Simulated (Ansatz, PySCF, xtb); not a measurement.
Potential energy curve for SH (cation, charge +1), lowest triplet found (which spin is the ground state isn't settled by this scan).

Levels of theory: UKS-B3LYP/6-31G* = PySCF 2.14.0 with unrestricted B3LYP/6-31G*, spherical d; UHF/3-21G = unrestricted Hartree-Fock/3-21G run with PySCF; GFN1-xTB (xtb); FCI = full CI/cc-pVTZ, frozen core (Ansatz, a program for electronic structure).

Energies relative to the lowest point of each curve between 1.13 and 1.71 Å, where full CI is lowest, in kcal/mol; the last columns give the difference from FCI:

| R / Å | UKS-B3LYP/6-31G* | UHF/3-21G | GFN1-xTB | FCI | UKS-B3LYP/6-31G* − FCI | UHF/3-21G − FCI | GFN1-xTB − FCI |
|---|---|---|---|---|---|---|---|
| 0.98 | 92.1 | 89.5 | 87.5 | 87.1 | 5.0 | 2.4 | 0.4 |
| 1.06 | 49.0 | 47.0 | 43.3 | 46.2 | 2.7 | 0.8 | -2.9 |
| 1.13 | 25.4 | 24.1 | 21.2 | 23.9 | 1.4 | 0.2 | -2.7 |
| 1.18 | 14.4 | 13.5 | 11.5 | 13.5 | 0.8 | 0.0 | -2.0 |
| 1.25 | 5.0 | 4.7 | 3.7 | 4.7 | 0.3 | 0.0 | -0.9 |
| 1.29 | 2.1 | 1.9 | 1.4 | 1.9 | 0.2 | 0.0 | -0.5 |
| 1.33 | 0.5 | 0.4 | 0.2 | 0.4 | 0.1 | 0.0 | -0.2 |
| 1.38 | 0.0 | 0.0 | 0.0 | 0.0 | 0.0 | 0.0 | 0.0 |
| 1.42 | 0.6 | 0.5 | 0.6 | 0.6 | 0.0 | -0.1 | 0.0 |
| 1.47 | 2.3 | 1.9 | 2.0 | 2.3 | 0.0 | -0.3 | -0.2 |
| 1.54 | 5.9 | 4.9 | 5.1 | 5.8 | 0.1 | -0.9 | -0.7 |
| 1.62 | 11.2 | 9.1 | 9.7 | 11.0 | 0.2 | -1.9 | -1.3 |
| 1.71 | 17.9 | 14.0 | 15.9 | 17.7 | 0.2 | -3.7 | -1.8 |
| 1.83 | 27.3 | 19.7 | 24.8 | 27.0 | 0.3 | -7.4 | -2.2 |
| 1.99 | 39.1 | 25.0 | 36.2 | 39.0 | 0.1 | -14.0 | -2.8 |
| 2.16 | 49.5 | 28.8 | 46.8 | 50.2 | -0.7 | -21.4 | -3.4 |
| 2.41 | 60.0 | 32.5 | 59.4 | 62.9 | -3.0 | -30.4 | -3.5 |
| 2.67 | 66.7 | 35.1 | 69.0 | 71.5 | -4.9 | -36.5 | -2.5 |
| 2.98 | 71.6 | 36.9 | 76.5 | 77.1 | -5.5 | -40.2 | -0.6 |
| 3.43 | 75.5 | 38.3 | — | 80.5 | -5.0 | -42.2 | — |
| 3.95 | 77.4 | 38.9 | — | 81.5 | -4.2 | -42.7 | — |
| 4.58 | 77.6 | 39.0 | — | 81.9 | -4.2 | -42.8 | — |

UKS-B3LYP/6-31G* is furthest from FCI at 2.98 (-5.5 kcal/mol, below); its mean absolute difference over the points is 1.8 kcal/mol.

UHF/3-21G is furthest from FCI at 4.58 (-42.8 kcal/mol, below); its mean absolute difference over the points is 13.1 kcal/mol.

GFN1-xTB is furthest from FCI at 2.41 (-3.5 kcal/mol, below); its mean absolute difference over the points is 1.5 kcal/mol.

A dash means that the run gave no value there, or that the column was ended at a point which the program doubted or which failed a test of continuity chosen for this set; such a test can also cut sound points.

The unrestricted determinant behind UKS-B3LYP/6-31G* is spin-contaminated at 2.16 to 4.58 Å (<S²> up to 2.8, against 2.00 for a pure triplet). The unrestricted determinant behind UHF/3-21G is spin-contaminated at 1.71 to 4.58 Å (<S²> up to 3.0, against 2.00 for a pure triplet).
